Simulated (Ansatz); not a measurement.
```xyz
15

C     0.7904   -1.8027   -0.4525
B    -0.6863   -1.5747    0.0263
N    -1.2938   -0.3070    0.0498
Si   -0.6013    1.2308   -0.4100
C     0.7006    1.8099    0.7915
H     0.8240   -2.5912   -1.2115
H     1.2970   -0.9240   -0.8606
H     1.3921   -2.1785    0.3836
H    -1.3413   -2.5127    0.4004
H    -2.2474   -0.2755    0.3794
H    -0.0158    1.1359   -1.7735
H    -1.7328    2.1974   -0.4447
H     1.5251    1.0952    0.8461
H     1.1084    2.7757    0.4814
H     0.2812    1.9214    1.7941
```

The species carries charge 0 and has multiplicity 1.

Q: List the r2SCAN/def2-TZVPP orbital energies in eV (the Gaussian-basis code of Ansatz). (Estimate.)

A: The calculation gave: Occupied: -1791.05, -384.97, -272.65, -272.14, -179.89, -141.46, -96.34, -96.32, -96.29, -22.34, -18.23, -17.90, -13.51, -12.86, -11.12, -10.55, -10.25, -9.90, -9.83, -8.82, -8.62, -8.21, -7.44, -7.04. Lowest empty: -0.31, 0.52, 0.90, 1.66, 1.75, 1.94, 2.23, 2.60.
